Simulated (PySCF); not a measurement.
## Level of theory and adiabatic energies of losing or gaining an electron: 1,3,5,7-octatetrayne

Structure: `C#CC#CC#CC#C` (C8H2).

All levels share the PBE0-D3(BJ)/def2-SVP structures and the PBE0-D3(BJ)/def2-SVP thermal terms; only the single-point energies (PySCF) change. Values are adiabatic energies of losing or gaining an electron (0 K, eV).

Measured (NIST Chemistry WebBook): adiabatic ionisation energy 9.09 eV.

```tsv
level	ionisation energy to the radical cation	time
B97-2/cc-pVTZ (grid 3)	8.50	69 s
ωB97X-D3(BJ)/ma-def2-TZVP	8.88	–
ωB97X-D3(BJ)/pcseg-1 (grid 1)	8.99	17 s
```

Times are wall times for all single points of a level on 1 thread of Arm Neoverse V1, a shared host; the dash marks the run that also made the structures.

The spread: 0.49 eV, from 8.50 to 8.99.

---

# How the method moves the adiabatic energies of losing or gaining an electron of carbon dioxide

Structure: `O=C=O` (CO2).

All levels share the PBE0-D3(BJ)/ma-def2-SVP structures and the PBE0-D3(BJ)/ma-def2-SVP thermal terms; only the single-point energies (PySCF) change. Values are adiabatic energies of losing or gaining an electron (0 K, eV).

```csv
level,ionisation energy to the radical cation,abs. error,time
PBE0/6-311+G** (grid 3),13.71,0.06,7 s
ωB97X-D3(BJ)/ma-def2-TZVP,13.80,0.03,–
CAM-B3LYP-D3(BJ)/pcseg-2 (grid 1),13.83,0.05,8.7 s
ATcT 1.112,13.78,,
```

Times are wall times for all single points of a level on 1 thread of Arm Neoverse V1, a shared host; the dash marks the run that also made the structures.

The spread: 0.11 eV, from 13.71 to 13.83.

Differences come from unrounded values, so a last digit can differ from that of the printed terms.

---

**bromoform: adiabatic energies of losing or gaining an electron at several levels**

Structure: `BrC(Br)Br` (CHBr3).

All levels share the PBE0-D3(BJ)/ma-def2-SVP structures and the PBE0-D3(BJ)/ma-def2-SVP thermal terms; only the single-point energies (PySCF) change. Values are adiabatic energies of losing or gaining an electron (0 K, eV).

Measured (NIST Chemistry WebBook): adiabatic ionisation energy 10.50 eV.

| level | ionisation energy to the radical cation |
| --- | --- |
| M06/ma-def2-SVP (grid 3) | 10.13 |
| ωB97X-D3(BJ)/ma-def2-TZVP | 10.55 |

The spread: 0.42 eV, from 10.13 to 10.55.

Caveats: spin-orbit coupling is left out of the energies, which matters for open shells on the heavier atoms; atoms from Ga to Kr are treated without relativity.
